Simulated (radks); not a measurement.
Initial-state core-level shifts of the cadmium ion Cd3+ when its valence configuration changes from [Kr] 4d9. All-electron calculation, scalar-relativistic Kohn-Sham, PBE, spin-unpolarised, spherical densities, finite nucleus; Fermi nuclear charge, rms radius 4.6087 fm. Program: a radial shooting solver on a logarithmic mesh with Libxc functionals. Shifts are changes of the shell-averaged eigenvalues in eV (positive: less bound); the change of the density at the nucleus, which sets a Mossbauer isomer shift, is in e/bohr^3, on a base of 1.637e+05.

| valence | 1s | 2s | 3d | 4s | density at nucleus |
|---|---|---|---|---|---|
| 4d8 5p1 | -7.750 | -8.117 | -7.936 | -7.038 | +5.97 |
| 4d7 5s1 5p1 | -14.507 | -15.315 | -14.871 | -12.875 | +60.67 |
| 4d7 5s2 | -13.221 | -14.043 | -13.582 | -11.605 | +106.99 |
| 4d8 5s1 | -6.435 | -6.823 | -6.622 | -5.732 | +49.65 |
| 4d7.5 5s1.5 | -9.787 | -10.386 | -10.062 | -8.654 | +77.36 |
| 4d6.5 5s2 5p0.5 | -17.374 | -18.425 | -17.818 | -15.209 | +114.91 |
| 4d8.5 5s0.5 | -3.172 | -3.360 | -3.267 | -2.846 | +23.87 |
| 4d8.5 5p0.5 | -3.839 | -4.015 | -3.932 | -3.510 | +2.85 |
| 4d6.5 5s1.5 5p1 | -18.006 | -19.052 | -18.453 | -15.832 | +90.90 |
